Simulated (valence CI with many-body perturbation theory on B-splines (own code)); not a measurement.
## Eu⁴²⁺: key properties

Computed by valence CI with perturbative core correlation (CI+MBPT): three valence electrons over a frozen Dirac-Fock core [Ar], a basis of 7 s, 7 p, 8 d, 6 f, 4 g, 1 h functions for each j, with the one-electron correlation potential Σ1 (screened to all orders), the two-electron term Σ2, the three-electron term Σ3, Breit, model QED; selected single and double excitations, second order for the rest, scaled by the run's own slope (own B-spline code, finite nucleus).

No measured spectrum was set against this ion. As an estimate, large intervals hold to a few tenths of a per cent, small ones and those within an open d or f shell to about a per cent. Only levels of the ground parity were solved; by the run's estimate the other parity begins above the list, which can be wrong where configurations are misplaced.

Levels are named by their leading jj configuration (3d3/2^4 stands for four electrons in 3d with j = 3/2), which in mixed levels can hold well under half, so a name can repeat and another be missing.

Rates and lifetimes use the calculated energies. Strong lines usually hold to 10 to 20 %, long lifetimes can be off by a factor of two.

What is the ground level?

(3d3/2^3) J=3/2, composition 52 % 3d³ ⁴F + 35 % 3d³ ²D + 9 % 3d³ ²P, g = 0.669.

How well does LS coupling describe the low levels?

Among the lowest 19 levels the leading LS term, summed over configurations, holds 58 % on average. For single configurations the figures are 58 % in LS and 94 % in jj coupling. Terms mix most in the J = 3/2 level at 33.20 eV, where the leading one holds 39 %.

Name the longest-lived excited levels whose lifetime is computed, and their main decay.

(3d3/2^2 3d5/2) J=9/2 at 36.11 eV lives 363 ms, mostly by M1 to (3d3/2^2 3d5/2) J=7/2.

What is the ionisation energy?

3279.6 eV; NIST lists 3279 ± 4 eV (theoretical).
